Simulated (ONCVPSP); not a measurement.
Hg: excitation energies, all-electron against ONCV

- Element: Hg (Z = 80)
- Generator: ONCVPSP 4.0.1
- Type: optimised norm-conserving Vanderbilt (ONCV)
- Functional: PBEsol
- Relativity: fully relativistic
- Frozen core: [Kr] 4d10 4f14
- Valence charge: 20
- Reference configuration: 5s2 5p6 5d10 6s2
- Partial waves: 5s+6s: rc 1.45 bohr, ncon 4, nbas 7, qcut 6.9 1/bohr, 2 projectors; 5p: rc 1.50 bohr, ncon 3, nbas 6, qcut 10.5 1/bohr, 2 projectors, debl 2.8 Ha; 5d: rc 1.80 bohr, ncon 4, nbas 9, qcut 10.3 1/bohr, 2 projectors, debl 1.3 Ha
- Local potential: polynomial inside 1.35 bohr (lpopt 4, dvloc0 0 Ha)
- Core correction: none

Open shells are filled in proportion to 2j + 1.

Energies are relative to the spin-unpolarised reference configuration 5s2 5p6 5d10 6s2; without spin polarisation the order of configurations can differ from experiment.

Question: Give the all-electron excitation energy and the error of the potential for: 5s2 5p6 5d10 6s1; 5s2 5p6 5d10 6s0; 5s2 5p6 5d9 6s0; 5s2 5p6 5d10 6s1 6p1.

Answer:

```csv
valence configuration,charge,ΔE all-electron (eV),error AE − PS (meV)
5s2 5p6 5d10 6s1,+1,10.754,-0.8
5s2 5p6 5d10 6s0,+2,29.768,-5.0
5s2 5p6 5d9 6s0,+3,65.328,-3.5
5s2 5p6 5d10 6s1 6p1,0,6.054,-0.5
```
